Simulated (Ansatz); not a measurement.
Two isomers of C3H10OSi: A = `CC[SiH2]CO`, B = `CCO[SiH2]C`.

Calculated with Ansatz (gas phase, PBE0-D4/def2-TZVP geometries, no zero-point term in ΔE). CCSD(T)/CBS is the MP2 limit (def2-TZVPP, def2-QZVPP) plus CCSD(T) − MP2 in def2-TZVPP, frozen cores. DFT in def2-TZVPP. B3LYP here is the variant with VWN-RPA as its local correlation; programs differ in this. Each species was taken in one conformer, which may not be the lowest.

Question: Which is lower in electronic energy at CCSD(T)/CBS, and by how much? (Best estimate.)

Answer: Ansatz gave: B, by 139.2 kJ/mol.

Question: Give E(B) − E(A) in kJ/mol with B3LYP, BLYP-D4, B3LYP-D4, PBE0-D4, B2PLYP, CCSD/def2-TZVPP, HF/def2-TZVPP. (Best estimate.)

Answer: Computed: B3LYP -144.6, BLYP-D4 -135.3, B3LYP-D4 -140.3, PBE0-D4 -130.9, B2PLYP -145.4, CCSD/def2-TZVPP -142.3, HF/def2-TZVPP -162.9. None reverses the order clearly.

Question: Does the order hold for the free energy at 298.15 K (harmonic terms from PBE0-D4)? (Best estimate.)

Answer: The calculation gave: Yes: G(B) − G(A) = -140.3 kJ/mol, for one conformer each. Modes under 60 cm⁻¹, often nearly free rotors, make the harmonic entropy too high.

Largest T1 diagnostic: 0.010.

In def2-TZVPP, CCSD(T) changes the Hartree–Fock value by +23.6 kJ/mol (the triples alone add +3.0 kJ/mol) and MP2 by +20.3 kJ/mol. At CCSD(T), def2-SVP lies +5.4 kJ/mol from the extrapolated value and def2-TZVPP −0.1 kJ/mol.
